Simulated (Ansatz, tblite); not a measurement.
Forces on the cluster W₄Se₈ at its r2SCAN-D4/def2-SVP geometry. Charge 0, multiplicity 1.

In the def2 sets W takes a core potential; there is no spin–orbit coupling. The xTB rows come from tblite. Single mean-field runs in def2-TZVP are fitted with def2-universal-jkfit. The restricted singlet is unstable towards broken spin symmetry in Hartree–Fock (as tested in another run); at PBE-D4/def2-TZVP this wasn't settled. No other spin state of charge 0 was run. The structure comes from a short search, and lower isomers may exist.

GFN1-xTB (tblite), largest force 8.95 eV/Å:

```xyz
12
positions Å, forces eV/Å
W    -1.010    0.429    0.200   -4.945    6.916   -2.806
W     0.788   -1.287   -0.154    3.507   -6.628    1.969
W    -1.017   -0.975    2.214    0.414   -4.098    5.126
W     0.648    0.693   -1.717    1.902    3.617   -4.837
Se   -1.885    0.772   -2.306    0.899    0.618    0.883
Se    2.931   -0.121    0.202   -0.194    0.398   -0.360
Se   -3.309   -1.125    2.171   -0.019   -0.060    0.307
Se   -1.017    2.713   -1.275   -0.293   -1.008   -0.303
Se    0.853   -1.627   -2.581    0.006    0.398    0.813
Se    0.687   -2.726    1.923   -0.561    1.262   -0.719
Se   -0.359    1.349    2.452   -0.229   -0.515   -0.204
Se    2.688    1.906   -1.128   -0.487   -0.899    0.131
```

GFN2-xTB (tblite), largest force 3.91 eV/Å:

```
W -1.604 1.839 -1.599
W 1.186 -2.239 1.740
W -0.109 -1.219 1.965
W 0.291 2.749 -2.764
Se -0.078 0.673 -0.140
Se 0.464 -0.042 0.285
Se -0.011 -0.166 0.461
Se -0.393 0.025 -0.531
Se 0.345 -0.882 0.035
Se 0.004 -0.115 -0.510
Se 0.021 -0.043 0.996
Se -0.117 -0.580 0.064
```

PBE-D4/def2-TZVP (Ansatz), largest force 0.41 eV/Å:

```
W -0.203 0.097 -0.063
W -0.080 -0.041 0.189
W 0.251 -0.050 -0.073
W -0.110 0.113 -0.375
Se -0.034 -0.071 0.051
Se 0.248 -0.155 0.289
Se -0.127 0.004 -0.042
Se -0.016 0.057 0.096
Se -0.005 -0.032 -0.051
Se 0.040 -0.014 0.003
Se 0.027 0.040 -0.001
Se 0.010 0.053 -0.022
```
